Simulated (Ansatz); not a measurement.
Relaxation of AlH7O2Si (11 atoms, charge 0, multiplicity 1), to a largest force component of 0.03 eV/Å in at most 50 steps.

Level of theory: RKS PBE/def2-SVP in Ansatz 0.2.0.

```xyz
11
Properties=species:S:1:pos:R:3
Al 0.163 -0.253 0.212
O 0.332 -0.163 1.956
H -0.413 -0.388 2.536
H 1.464 0.031 -0.636
O -1.300 -0.704 -0.554
Si -2.805 -1.339 -0.870
H -3.046 -2.570 -0.034
H -3.878 -0.331 -0.550
H -2.917 -1.717 -2.322
H -0.229 2.418 0.783
H -0.085 1.903 1.272
```

Question: Where does it end, and by what steps?

Answer: The run converged. The force dipped under the threshold on the way, but the program's further checks kept it going. After 19 steps the energy has fallen by 0.104 eV; H10 moved furthest, 0.64 Å.

```tsv
step	energy less start (eV)	largest force component (eV/Å)	accepted
0	0.0000	1.378	yes
1	-0.0691	0.619	yes
2	-0.0749	0.494	yes
3	-0.0798	0.400	yes
4	-0.0895	0.161	yes
5	-0.0925	0.272	yes
6	-0.0951	0.207	yes
7	-0.0957	0.121	yes
8	-0.0979	0.050	yes
9	-0.0989	0.055	yes
10	-0.0995	0.107	yes
11	-0.1000	0.098	yes
12	-0.1008	0.055	yes
13	-0.1014	0.090	yes
14	-0.1019	0.107	yes
15	-0.1019	0.099	yes
16	-0.1027	0.090	yes
17	-0.1030	0.068	yes
18	-0.1037	0.010	yes
19	-0.1040	0.027	yes
```

```xyz
11
Properties=species:S:1:pos:R:3
Al 0.204 -0.242 0.354
O 0.587 -0.327 2.029
H -0.047 -0.604 2.709
H 1.379 0.147 -0.626
O -1.328 -0.731 -0.240
Si -2.789 -1.227 -0.848
H -3.304 -2.418 -0.082
H -3.803 -0.117 -0.735
H -2.664 -1.611 -2.300
H -0.636 2.077 0.422
H -0.313 1.942 1.111
```

Time of the run: 59 s on 2 threads of Intel(R) Xeon(R) Platinum 8259CL CPU @ 2.50GHz (Skylake/Cascade Lake) (shared host), peak memory 0.16 GiB.
